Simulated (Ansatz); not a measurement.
`[NH2][SnH2][CH2]O` + HCl → `[NH2][SnH2][Cl]` + CH₃OH  (ligand exchange at the Sn–C bond)

Isolated molecules relaxed with PBE0-D4/def2-TZVP in Ansatz; ΔE leaves out vibrations. CBS: MP2 limit from def2 TZ/QZ plus the TZ coupled-cluster correction, frozen cores. This one scheme is used for every species. DFT in def2-TZVPP. B3LYP here is the variant with VWN-RPA as its local correlation; programs differ in this. def2 core potentials past Kr. For Sn outer-core shells are correlated without core-valence functions, which leaves a few kJ/mol of doubt a bond. One conformer a species, not always the lowest.

| level | ΔE (kJ/mol) | difference from CCSD(T)/CBS |
| --- | --- | --- |
| PBE-D4 | -132.7 | 5.2 |
| r2SCAN-D4 | -142.3 | -4.4 |
| PBE0-D4 | -140.0 | -2.1 |
| ωB97X-V | -142.6 | -4.7 |
| ωB97M-V | -140.5 | -2.6 |
| PBE | -134.6 | 3.3 |
| r2SCAN | -143.0 | -5.1 |
| PBE0 | -141.8 | -3.9 |
| B3LYP | -144.7 | -6.8 |
| HF/def2-TZVPP | -168.1 | -30.2 |
| MP2/def2-TZVPP | -135.9 | 2.0 |
| SCS-MP2/def2-TZVPP | -138.9 | -1.0 |
| SCS-MP2/def2-QZVPP | -142.2 | -4.3 |
| HF/CBS(def2) | -169.3 | -31.4 |
| MP2/CBS(def2) | -140.9 | -3.0 |
| CCSD/CBS(def2) | -141.5 | -3.6 |
| CCSD(T)/CBS | -137.9 | 0 |

Largest T1 diagnostic among the species: 0.012.

From PBE to PBE0 (25 % exact exchange), in def2-TZVPP and without D4, ΔE moves by −7.2 kJ/mol. The D4 term adds +3.0 kJ/mol with B3LYP and +1.7 kJ/mol with PBE0; it sums over pairs of atoms, weighted by their polarisabilities, and B3LYP, whose exchange is more repulsive, gets the larger term.

CCSD(T)/CBS has its own doubt, a few kJ/mol and more with outer-core shells, so smaller differences from it don't rank the levels.
